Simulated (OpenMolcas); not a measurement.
# 4d3 along the 39-electron sequence

```json
{
 "Program": "OpenMolcas 26.06",
 "Method": "SS-CASPT2, IPEA 0.25 Eh, imaginary shift 0.1 Eh",
 "Basis": "ANO-R2",
 "Scalar Hamiltonian": "X2C, finite nucleus",
 "Spin-orbit coupling": "state interaction with AMFI integrals over the reference wave functions, term energies averaged over their components"
}
```

Active space for each ion: 3 electrons in 5 orbitals (4d); closed shells correlated by CASPT2: 4s 4p.

Computed levels in cm-1 above 4F 3/2:

```
                               Level   Tc4+   Ru5+   Rh6+   Pd7+
                              4F 5/2   1060   1425   1858   2460
                              4F 7/2   2370   3150   4050   5260
                              4F 9/2   3830   5000   6360   8100
                              4P 1/2  12290  13580  15270  16780
                              4P 3/2  12300  13520  15090  16350
                              4P 5/2  13900  15710  18010  20330
                              2G 7/2  13930  15730  17970  20060
                              2G 9/2  14790  16740  19090  21280
                           2D 3/2(1)  17460  19640  22200  24630
weight of 4F in the lowest level (%)     98     98     97     96
```

Mixed levels, with the weight of the term that names them: Tc4+ 2D 3/2(1) (57 %), Ru5+ 2G 9/2 (73 %), Ru5+ 2D 3/2(1) (57 %), Rh6+ 2G 9/2 (66 %), Rh6+ 2D 3/2(1) (58 %), Pd7+ 4P 3/2 (75 %), Pd7+ 2G 9/2 (59 %), Pd7+ 2D 3/2(1) (56 %).

The fine-structure level 4F 9/2 changes by a factor of 2.11 from Tc4+ to Pd7+. Its fourth root runs 7.87, 8.41, 8.93, 9.49, with steps per unit of Z of 0.54, 0.52, 0.56; equal steps would mean a (Z - σ)^4 law with constant σ.

4P 1/2 changes by a factor of 1.37 over the same range, with steps per unit of Z of +1290, +1690, +1510 cm-1.

CASPT2 breaks the degeneracy within a term, and the mean is taken; among the terms shown or strongly mixed into the levels shown the widest spread is 690 cm-1 (4d3 4F, Rh6+). The CASPT2 spread within a term exceeds the gap to the next term for 4d3 2P and 4d3 2H, so the order of their levels is uncertain. Levels of configurations outside the active space are missing.

A number in round brackets counts repeated terms of one configuration in the order of the reference energies.
